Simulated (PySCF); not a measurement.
C3H5N2, SMILES c1c[nH][nH+]c1, charge +1.

The structure is a stationary point at TPSSh-D3(BJ)/def2-SVP. The isomer is the one that the SMILES or the coordinates give; other isomers of the formula were not compared.

These are SMD-ωB97X/def2-SVP (PySCF) values and carry that method's errors.

Solvation free energies are E(SMD) − E(gas) at the gas-phase geometry, for 1 M in both phases.

### Question
Rank water, N,N-dimethylformamide, benzene by solvation free energy, most negative first.

### Answer
N,N-dimethylformamide (-65.8 kcal/mol), water (-64.1 kcal/mol), benzene (-38.7 kcal/mol)
